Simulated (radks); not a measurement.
The nickel ion Ni4+, 24 electrons, occupied as [Ar] 3d6. Calculated with a radial shooting solver on a logarithmic mesh with Libxc functionals: Dirac Kohn-Sham, PBEsol, spin-unpolarised, spherical densities, finite nucleus; open shells are shared between the two j in proportion to 2j + 1; Fermi nuclear charge, rms radius 3.7757 fm.

Unscreened Slater integrals over Kohn-Sham orbitals (eV). Large and small components are both included. Empty in this configuration: 4s1/2.

integral          value
F0(3d5/2,3d5/2)  29.726
F2(3d5/2,3d5/2)  14.064
F4(3d5/2,3d5/2)  8.8120
F0(3d5/2,3d3/2)  29.785
F2(3d5/2,3d3/2)  14.089
G2(3d5/2,3d3/2)  14.074
G4(3d5/2,3d3/2)  8.8186
F0(3d5/2,3p3/2)  30.849
F2(3d5/2,3p3/2)  14.785
G1(3d5/2,3p3/2)  18.159
G3(3d5/2,3p3/2)  11.134
F0(3d5/2,3p1/2)  31.026
G3(3d5/2,3p1/2)  11.203
F0(3d5/2,4s1/2)  15.587
G2(3d5/2,4s1/2)  1.7783
F0(3d3/2,3d3/2)  29.845
F2(3d3/2,3d3/2)  14.115
F0(3d3/2,3p3/2)  30.912
F2(3d3/2,3p3/2)  14.809
G1(3d3/2,3p3/2)  18.174
G3(3d3/2,3p3/2)  11.145
F0(3d3/2,3p1/2)  31.090
G1(3d3/2,3p1/2)  18.328
F0(3d3/2,4s1/2)  15.596
G2(3d3/2,4s1/2)  1.7658
F0(3p3/2,3p3/2)  32.303
F2(3p3/2,3p3/2)  16.198
F0(3p3/2,3p1/2)  32.493
G2(3p3/2,3p1/2)  16.275
F0(3p3/2,4s1/2)  15.788
G1(3p3/2,4s1/2)  1.2517
F0(3p1/2,3p1/2)  32.688
F0(3p1/2,4s1/2)  15.811
G1(3p1/2,4s1/2)  1.2417
F0(4s1/2,4s1/2)  12.486
